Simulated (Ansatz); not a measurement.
HNaO, charge -1, doublet, geometry from GFN2-xTB (such geometries of metal compounds can be far from the true shape) (a state made from the parent by changing its charge; the spin is typed, not shown lowest) (a gas-phase anion, which may not be bound at this level), atoms displaced at random by about 0.08 Å a coordinate; PBE0/def2-SVP, gradient (Ansatz, an electronic-structure program).

The Ansatz input:
Ansatz 0.2 input:
```yaml
crystal:
  periodic: [false, false, false]
  atoms:
    - {symbol: Na, position_ang: [0.03401535, -0.00063662, -1.19649928]}
    - {symbol: O, position_ang: [-0.01031495, -0.01535559, 1.25845475]}
    - {symbol: H, position_ang: [0.01345216, -0.07831966, 2.42775960]}
basis:
  gaussian:
    orbitals: def2-SVP
hamiltonian:
  xc: pbe0
total_charge: -1
magnetization: {spin_polarized: true, initial_magnetization: 1}
output: {forces: true}
```

What the program printed (banner, timings and long lists left out):

```
Functional definition: PBE0
318 factors; integrals over basis functions are off by at most 9.4e-4 eV
mean field evaluation 1: about -6439.1819 eV, gradient 6.9e1 eV
mean field evaluation 2: about -6407.8029 eV, gradient 1.1e2 eV
mean field evaluation 4: about -6469.5649 eV, gradient 6.1e0 eV
mean field evaluation 8: about -6470.0419 eV, gradient 1.1e0 eV
mean field evaluation 16: about -6470.1407 eV, gradient 3.1e-3 eV
mean field -6470.14071116 eV, -237.7732855164 hartree, gradient 4.1e-5 eV, S^2 0.751696; 0 other end points of the search recorded, 0 dependent functions left out
the calculation of the forces begins
reference -6470.14074454 eV, -237.7732867429 hartree; 11, 10 occupied and 23, 24 virtual orbitals, 318 factors
Total energy: -6470.14074454 eV, -237.7732867429 hartree
Atom 0 at     0.034015    -0.000637    -1.196499 Å, force    -0.020544    -0.019888     1.596067 eV/Å
Atom 1 at    -0.010315    -0.015356     1.258455 Å, force     0.113398    -0.250474     3.827129 eV/Å
Atom 2 at     0.013452    -0.078320     2.427760 Å, force    -0.092854     0.270361    -5.423196 eV/Å
Dipole moment:     0.000905    -0.012985     0.415911 e Å
```
